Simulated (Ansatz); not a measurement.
Octafluorocyclobutane, C$_{4}$F$_{8}$, relaxed with RKS PBE0-D4/def2-TZVP in Ansatz 0.2.0 from a PBE-D4/def2-SVP geometry. The force threshold is 0.005 eV/Å; the program also tests the step.

Charge 0, multiplicity 1.

Start:

```xyz
12

F    -0.146   -0.962    1.865
C    -0.667   -0.559    0.689
F    -1.950   -0.936    0.587
C     0.256   -0.942   -0.529
F    -0.460   -1.249   -1.629
F     1.177   -1.886   -0.285
C     0.789    0.539   -0.565
F     0.786    1.128   -1.770
F     1.999    0.656    0.019
C    -0.378    0.963    0.405
F    -1.393    1.556   -0.255
F    -0.013    1.693    1.468
```

```
step  energy (eV)  largest force (eV/Å)  largest move (Å)
   1  -25867.6789                 0.816             0.000
   2  -25867.7305                 0.287             0.016
   3  -25867.7383                 0.028             0.008
   4  -25867.7383                 0.006             0.002
   5  -25867.7384                 0.005             0.002
```

End:

```xyz
12

F    -0.160   -0.958    1.847
C    -0.667   -0.556    0.682
F    -1.935   -0.928    0.581
C     0.257   -0.938   -0.523
F    -0.445   -1.250   -1.611
F     1.168   -1.870   -0.282
C     0.782    0.537   -0.565
F     0.779    1.119   -1.756
F     1.981    0.657    0.004
C    -0.373    0.957    0.405
F    -1.376    1.551   -0.240
F    -0.013    1.680    1.457
```

It took 15 s on 4 threads of an AMD EPYC 7R13 on a shared host and a share of an NVIDIA H100 80 GB, with 1 GiB of host memory at the peak.
